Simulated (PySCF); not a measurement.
Si(F)4(OH2) (F₄H₂OSi), SMILES O->[Si](F)(F)(F)F (connectivity only; charge and spin as stated), neutral, multiplicity 1.

Geometry: PBE0-D3(BJ)/def2-SVP. Other conformers were not sampled.

Two levels are set side by side: TDA-PBE/def2-SVPD (PySCF) and TDA-LC-ωPBE/def2-SVPD (PySCF). Vertical, same geometry. The lowest singlet is HOMO→LUMO 95 % with PBE and HOMO→LUMO 84 % with the other functional; states are paired by order. Differences are taken from unrounded values.

| quantity | TDA-LC-ωPBE | TDA-PBE | TDA-PBE minus TDA-LC-ωPBE |
|---|---|---|---|
| lowest singlet excitation (eV) | 9.28 | 7.78 | -1.50 |
| lowest triplet excitation (TDA) (eV) | 8.72 | 7.41 | -1.31 |
| first bright state (f over 0.05) (eV) | 9.28 | 7.78 | -1.50 |
| its oscillator strength | 0.07 | 0.06 | -0.01 |

Functionals without exact exchange tend to place singlet excitations lower, as here. Differences between two approximate levels are no errors against the true value.

Rough cost on one machine, each run with all the roots and properties that it gave: TDA-LC-ωPBE against TDA-PBE about 4 times.
